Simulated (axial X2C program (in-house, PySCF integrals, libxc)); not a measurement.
**LiCu⁻: properties at the nuclei**

Computed with an in-house all-electron X2C program for linear molecules (integrals from PySCF): two-component X2C with atomic mean-field Coulomb and Gaunt terms, Gaussian nuclei, basis Cu dyall-acv3z, Li dyall-av3z with contracted cores.

R = 2.462 Å (near the PBE0 minimum at charge -1 of the determinant lowest at the starting distance; the state shown can have its own minimum elsewhere).

Determinant lowest in the PBE0 search, Ω = 1/2 (⟨Sz⟩ = 0.50, ⟨Lz⟩ = 0.00 at PBE0), spin on the atoms Cu 0.06, Li 0.44:

```csv
level,Eeff magnitude (GV/cm),Ws magnitude Cu (kHz),A∥/gI Cu (MHz),qzz Cu (a.u.),A∥/gI Li (MHz),qzz Li (a.u.)
PBE0,0.21,0.183,271,0.21,41.3,-0.02
HF,0.75,0.666,161,-0.02,1.08,-0.02
PBE50,0.282,0.246,319,0.16,34.3,-0.02
TPSSh,0.224,0.197,377,0.23,41.3,-0.02
BHandHLYP,0.212,0.183,299,0.18,49.7,-0.02
```

Eeff is the effective electric field on the electron electric dipole moment in this Ω state and Ws the scalar–pseudoscalar constant of the nucleus named (defined with the proton number Z and per Ω); A∥ (defined per Ω) follows by multiplying with gI = μI/(I μN); qzz is the electric field gradient, eQq0 = 234.96 MHz × Q/barn × qzz. The operators were transformed with the bare-nucleus X2C matrices; with these basis sets, hyperfine constants and field gradients can be off by tens of per cent, and where levels differ in sign neither size nor sign is settled.

Each state is one determinant with collinear spin. Unrestricted Hartree–Fock can overshoot spin polarisation at the nuclei. For an anion, determinants above electron detachment, or with a positive highest level, are held by the basis set. Where Eeff spreads by more than a factor of two the levels disagree and none is to be relied on. The search compared states at one distance, so a state with another bond length can lie lower. Further determinants of the search, some of them spin-mixed, are not shown. Where a field gradient or hyperfine factor spreads by more than a factor of two over the levels, a constant derived from it is not to be relied on.
